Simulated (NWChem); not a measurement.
Si₂H₄O, singlet; SMILES O[Si][SiH3]

```xyz
7

Si    -0.7267     0.8717    -0.0034
O      0.7918     1.6202     0.0020
H      1.5898     1.0577    -0.0423
Si     0.0951    -1.4507    -0.0034
H      1.5566    -1.5044    -0.4114
H     -0.6669    -2.4181    -0.8766
H      0.0286    -1.9904     1.4098
```
Atoms are numbered in this order, from 1.

Computed with NWChem. Low-valent species are run as closed-shell singlets; no triplet was tried in these runs. Geometry: optimised at PBE-D3(BJ)/def2-SVP. Level B3LYP/def2-SVP: energy and gradient on several grids; changes count from the extra-fine grid, which is no exact limit either.

```tsv
grid	size of the energy change (μHa)	largest change of a gradient component (μHa/bohr)	time, medium = 1 (rough)
xcoarse	300	3000	about 1
coarse	80	200	about 1
medium	< 10	40	about 1
fine	< 10	< 30	about 1
xfine	< 10	< 30	2
```
